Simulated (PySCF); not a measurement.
SMILES c1csc(C[SiH2]c2cccs2)c1, singlet (GFN2-xTB optimised geometry):

```
22

C     -0.213    -1.689     0.000
C      1.141    -1.689     0.000
S      1.782    -0.089     0.000
C      0.186     0.595     0.006
C     -0.009     2.059    -0.092
Si     0.218     2.616    -1.918
C     -0.592     1.282    -2.954
C     -0.002     0.251    -3.626
C     -0.918    -0.650    -4.207
C     -2.208    -0.301    -3.967
S     -2.320     1.133    -3.031
C     -0.758    -0.384    -0.002
H     -0.810    -2.584     0.001
H      1.814    -2.523     0.005
H     -1.013     2.308     0.252
H      0.701     2.584     0.546
H      1.642     2.651    -2.259
H     -0.435     3.911    -2.115
H      1.066     0.145    -3.701
H     -0.629    -1.518    -4.774
H     -3.105    -0.796    -4.284
H     -1.814    -0.181    -0.007
```

Calculation: PBE0/def2-SVP in PySCF.

Q: What are the frontier orbital energies and the dipole moment?

A: HOMO-2 -7.06 eV, HOMO-1 -6.84 eV, HOMO -6.27 eV, LUMO -0.57 eV, LUMO+1 -0.13 eV; dipole moment 0.72 D.

Meta-Löwdin charges at PBE0/def2-SVP: C1 -0.13, C2 -0.25, S3 0.22, C4 -0.09, C5 -0.41, Si6 0.62, C7 -0.34, C8 -0.11, C9 -0.14, C10 -0.23, S11 0.25, C12 -0.16, H13 0.12, H14 0.13, H15 0.12, H16 0.12, H17 -0.09, H18 -0.10, H19 0.12, H20 0.12, H21 0.13, H22 0.11.
